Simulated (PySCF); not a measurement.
# Electron correlation in Ir³⁺ (iridium, charge +3)

[Xe] 4f14 5d6, high-spin 5D determinant. Computed with PySCF 2.14 in def2-QZVPPD with the def2 core potential (60 electrons) (7s5p4d4f2g, 88 functions), with a scalar-relativistic core potential. Frozen: 5s2 5p6; 6 electrons correlated.

```
  level  correlation energy (mhartree)
   CCSD                        -105.84
    (T)                          -2.10
CCSD(T)                        -107.94
```

Diagnostics: T1 = 0.0011, D1 = 0.0024, largest double amplitude 0.038.

Question: Is a single reference adequate?

Answer: Yes, within this model without spin-orbit coupling: T1 lies below 0.03 and no double amplitude reaches 0.07.
